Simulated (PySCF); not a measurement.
**Spinor energies of Zn¹⁷⁺ (zinc, charge +17)**

Start: [Ne] 3s2 3p1; 3p3/2 filled at m_j = +3/2. Calculated with PySCF 2.14 in an even-tempered Gaussian basis (19 s from 1.7 bohr⁻², ratio 2.4; 13 p from 2.2 bohr⁻², ratio 2.4; 5 d from 8.4 bohr⁻², ratio 2.6; 4 f from 13 bohr⁻², ratio 2.6): generalised Hartree-Fock with the X2C-1e Hamiltonian and a Gaussian nucleus; one run each with spin-orbit coupling (SO) screened by Boettger's factors, then bare. This is a chosen level, not necessarily the ground level.

```
spinor shell  electrons  ε, screened SO (eV)  ε, bare SO (eV)  weight of nominal j (bare SO)  rms radius, bare SO (bohr)
       1s1/2          2             -10378.7         -10378.7                          1.000                      0.0580
       2s1/2          2              -1858.4          -1858.4                          1.000                       0.241
       2p1/2          2              -1708.0          -1709.3                          0.999                       0.213
       2p3/2          4              -1684.2          -1683.6                          1.000                       0.216
       3s1/2          2              -655.72          -655.72                          1.000                       0.611
       3p3/2          1              -611.71          -611.59                          1.000                       0.606
```

```json
{"quantity": "E (hartree)", "screened SO": "-1643.34873", "bare SO": "-1643.35147"}
{"quantity": "M_J", "screened SO": "3/2", "bare SO": "3/2"}
{"quantity": "⟨J²⟩", "screened SO": "3.752", "bare SO": "3.752"}
{"quantity": "⟨L²⟩", "screened SO": "2.002", "bare SO": "2.002"}
{"quantity": "⟨S²⟩", "screened SO": "0.751", "bare SO": "0.751"}
```

Each row is a mean over spinors that exchange with the open shell spreads, by up to 9.522 eV (3s1/2).
